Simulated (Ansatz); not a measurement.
The cluster HfS2. The state is a singlet with charge 0. Geometry PBE0-D4/def2-TZVP, basis def2-TZVP, Ansatz.

```xyz
3

Hf    0.4435    1.1639   -0.6699
S     0.7098   -0.6812    0.7794
S    -1.1533   -0.4828   -0.1094
```

| run | HOMO (eV) | LUMO (eV) |
| --- | --- | --- |
| A | -4.48 | -3.33 |
| B | -5.16 | -2.59 |
| C | -5.33 | -2.41 |
| D | -4.43 | -3.21 |
| E | -4.63 | -3.14 |

In the def2 sets Hf takes a core potential; there is no spin–orbit coupling. B3LYP takes the VWN-RPA correlation. No other spin state of charge 0 was run. Another isomer (singlet) lies 1.38 eV lower at PBE0-D4/def2-TZVP; other spin states weren't run for this one.

**Question.** The runs used B3LYP, B97M-V, PBE, PBE0, r2SCAN. Estimate which is which.

**Answer.** A PBE (0 % exact exchange); B B3LYP (20 % exact exchange); C PBE0 (25 % exact exchange); D B97M-V (0 % exact exchange); E r2SCAN (0 % exact exchange). Exact exchange lowers occupied and raises empty levels; among semilocal functionals meta-GGAs tend to open the gap a little, and such runs are hard to tell apart. The gap grows from 1.15 eV (PBE) to 2.92 eV (PBE0). The restricted singlet is unstable towards broken spin symmetry in Hartree–Fock (as tested in another run); at PBE-D4/def2-TZVP, B3LYP-D4/def2-TZVP, PBE0-D4/def2-TZVP, B97M-V/def2-TZVP and others this wasn't settled.
